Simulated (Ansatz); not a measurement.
BH4OSb, SMILES `O[BH][SbH2]`. Charge 0, multiplicity 1. Sb: def2 effective core potential. Geometry: relaxed with PBE0-D4/def2-TZVP. It is one conformer, not always the lowest.

```xyz
7

O     1.193    0.910    0.792
B    -0.029    0.890    0.230
Sb   -0.713   -0.684   -1.249
H     1.746    0.156    0.567
H    -0.761    1.797    0.508
H     0.447   -1.824   -0.707
H    -1.883   -1.245   -0.141
```

(1) What is the dipole moment at r2SCAN/def2-TZVPP? (Best estimate.)

(2) And with PBE, B3LYP, ωB97M-V? (An estimate is asked.)

(3) Give the Mulliken charges with r2SCAN, ωB97M-V, B3LYP in def2-TZVPP. (Estimate.)

## Answers

(1) Ansatz gave: 1.04 D, with components (0.91, -0.49, -0.13) D in this frame, pointing from negative to positive charge.

(2) The calculation gave: PBE 1.06 D, B3LYP 1.00 D, ωB97M-V 1.01 D.

(3) The calculation gave: 
| atom | r2SCAN | ωB97M-V | B3LYP |
| --- | --- | --- | --- |
| O1 | -0.26 | -0.22 | -0.22 |
| B2 | 0.03 | 0.00 | -0.01 |
| Sb3 | 0.24 | 0.12 | 0.23 |
| H4 | 0.23 | 0.20 | 0.21 |
| H5 | -0.02 | 0.06 | 0.02 |
| H6 | -0.13 | -0.10 | -0.13 |
| H7 | -0.09 | -0.06 | -0.10 |

B3LYP here is the variant with VWN-RPA as its local correlation; programs differ in this.
